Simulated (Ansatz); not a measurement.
Compare A (`FC#C[SiH3]`) with its isomer B (`FC1=C[SiH2]1`).

Gas-phase electronic energies from Ansatz, PBE0-D4/def2-TZVP geometries. CCSD(T)/CBS adds triple-zeta CCSD(T) − MP2 to the extrapolated MP2 energy (def2 sets, frozen cores). DFT in def2-TZVPP. B3LYP here is the variant with VWN-RPA as its local correlation; programs differ in this.

A:

```xyz
7

F    -2.1559   -1.1850   -2.0380
C    -1.3012   -0.7153   -1.2296
C    -0.4891   -0.2704   -0.4614
Si    0.7365    0.4049    0.6961
H     0.6346   -0.3060    1.9941
H     2.0980    0.2210    0.1367
H     0.4772    1.8508    0.9020
```

B:

Z-matrix (Å, degrees):
```
Si
C 1 1.796
C 1 1.829 2 42.8
H 1 1.484 2 122.2 3 -103.6
H 1 1.484 2 122.2 3 103.6
F 2 1.320 1 154.9 3 -180.0
H 3 1.081 1 153.9 2 180.0
```

Which is lower in electronic energy at CCSD(T)/CBS, and by how much? (Estimate.)

The calculation gave: B, by 17.6 kJ/mol.

Give E(B) − E(A) in kJ/mol with B3LYP-D4, MP2/def2-TZVPP, B3LYP, PBE0-D4, ωB97M-V, PBE-D4, CCSD(T)/def2-TZVPP. (An estimate is asked.)

The calculation gave: B3LYP-D4 -15.6, MP2/def2-TZVPP -12.6, B3LYP -13.8, PBE0-D4 -36.9, ωB97M-V -25.9, PBE-D4 -35.9, CCSD(T)/def2-TZVPP -14.3. None reverses the order clearly.

Does the order hold for the free energy at 298.15 K (harmonic terms from PBE0-D4)? (An estimate is asked.)

Ansatz gave: Yes: G(B) − G(A) = -10.3 kJ/mol.

Largest T1 diagnostic: 0.014.

Leaving LDA and LC-ωPBE aside and taking each functional with its dispersion term where it has one, the values, not all of them listed here, spread over 25.4 kJ/mol, from HSE06-D4 to B2PLYP. LDA lies −14.9 kJ/mol from PBE without D4. At CCSD(T), def2-SVP lies +12.3 kJ/mol from the extrapolated value and def2-TZVPP +3.3 kJ/mol.
